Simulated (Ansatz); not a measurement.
Compare A (`CN(C)BO`) with its isomer B (`CBOCN`).

Isolated molecules relaxed with PBE0-D4/def2-TZVP in Ansatz; ΔE leaves out vibrations. CCSD(T)/CBS is the MP2 limit (def2-TZVPP, def2-QZVPP) plus CCSD(T) − MP2 in def2-TZVPP, frozen cores. DFT in def2-TZVPP. B3LYP here is the variant with VWN-RPA as its local correlation; programs differ in this. One conformer a species, not always the lowest.

A:

Z-matrix (Å, degrees):
```
C
N 1 1.442
H 1 1.097 2 111.0
H 1 1.097 2 111.0 3 119.6
H 1 1.089 2 110.0 3 -120.2
C 2 1.439 1 114.4 3 -59.7
B 2 1.398 1 123.0 3 120.3
H 6 1.090 2 110.0 1 -180.0
H 6 1.097 2 111.3 1 -59.9
H 6 1.097 2 111.3 1 59.9
O 7 1.375 2 119.5 1 -0.0
H 7 1.202 2 119.4 1 180.0
H 11 0.957 7 112.1 2 -180.0
```

B:

```xyz
13

C    -1.999    0.027    1.275
B    -0.701   -0.436    0.544
O     0.312    0.439    0.359
C     1.461    0.069   -0.380
N     1.276    0.379   -1.767
H    -1.964    1.067    1.603
H    -2.203   -0.612    2.141
H    -2.861   -0.100    0.610
H    -0.561   -1.568    0.148
H     1.633   -1.008   -0.288
H     2.293    0.603    0.094
H     1.471    1.349   -1.976
H     1.843   -0.207   -2.362
```

Question: Which is lower in electronic energy at CCSD(T)/CBS, and by how much? (Best estimate.)

Answer: Ansatz gave: A, by 27.3 kcal/mol.

Question: Give E(B) − E(A) in kcal/mol with PBE0-D4, B3LYP-D4, HF/def2-TZVPP, B2PLYP, B3LYP, PBE-D4, CCSD/def2-TZVPP. (An estimate is asked.)

Answer: Computed: PBE0-D4 26.9, B3LYP-D4 27.0, HF/def2-TZVPP 25.2, B2PLYP 26.9, B3LYP 26.1, PBE-D4 26.6, CCSD/def2-TZVPP 27.0. None reverses the order clearly.

Largest T1 diagnostic: 0.012.

In def2-TZVPP, CCSD(T) changes the Hartree–Fock value by +2.1 kcal/mol (the triples alone add +0.2 kcal/mol) and MP2 by +3.5 kcal/mol. The D4 term adds +0.9 kcal/mol with B3LYP and +0.5 kcal/mol with PBE0; it sums over pairs of atoms, weighted by their polarisabilities, and B3LYP, whose exchange is more repulsive, gets the larger term.
